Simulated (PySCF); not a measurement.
Electron correlation in N+ (nitrogen, charge +1)

[He] 2s2 2p2, high-spin 3P determinant. Computed with PySCF 2.14 in cc-pVTZ-DK (4s3p2d1f, 30 functions), with the spin-free X2C one-electron Hamiltonian (Gaussian nucleus). Frozen: 1s2; 4 electrons correlated.

MP2 pair energies summed by pair of shells (mhartree):

| pair | energy | share (%) |
| --- | --- | --- |
| 2s-2p | -43.69 | 61.1 |
| 2s-2s | -20.36 | 28.5 |
| 2p-2p | -7.48 | 10.5 |

Total MP2 correlation energy: -71.53 mhartree.

Same-spin part -12.92 and opposite-spin part -58.60 mhartree; SCS-MP2 scales them by 1/3 and 6/5 to -74.63 mhartree.

```
  level  correlation energy (mhartree)
   CCSD                         -92.55
    (T)                          -1.60
CCSD(T)                         -94.15
```

Diagnostics: T1 = 0.0063, D1 = 0.0123, largest double amplitude 0.119.

Cost of the coupled-cluster step: 0.28 s of wall time on 1 thread of Neoverse-V1 (shared host), for 4 correlated electrons.
